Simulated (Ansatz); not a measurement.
Input file for Ansatz (a first-principles code): U-CCSD(T)/def2-TZVPP on BiFH2 (SMILES [F][BiH2]), a point of a bond scan (R = 1.625 Å). Elements past Kr take the def2 small-core potentials; no spin–orbit coupling. The run froze 10 orbitals, filled d shells among them.

Ansatz 0.2 input:
```yaml
crystal:
  periodic: [false, false, false]
  atoms:
    - {symbol: Bi, position_ang: [-0.09774088, -0.11515018, 0.12284387]}
    - {symbol: H, position_ang: [-1.42981342, 0.15349236, -0.76906848]}
    - {symbol: H, position_ang: [0.32388274, -1.51079423, -0.94310889]}
    - {symbol: F, position_ang: [1.04071460, 1.20943530, -0.93164028]}
basis:
  gaussian:
    orbitals: def2-TZVPP
correlation: {method: ccsd_t, electrons: outside_noble_gas}
scf: {omitted_lower_state_checks: [cluster_reference]}
magnetization: {spin_polarized: true, initial_magnetization: 0}
```

Question: What total energy does the run end on?

Answer: -314.5920 hartree (reference determinant -314.1852, T1 diagnostic 0.015).

Question: How many basis functions does it have, and what does it roughly cost on one machine?

Answer: 109 functions; around 13 core-seconds (rough).
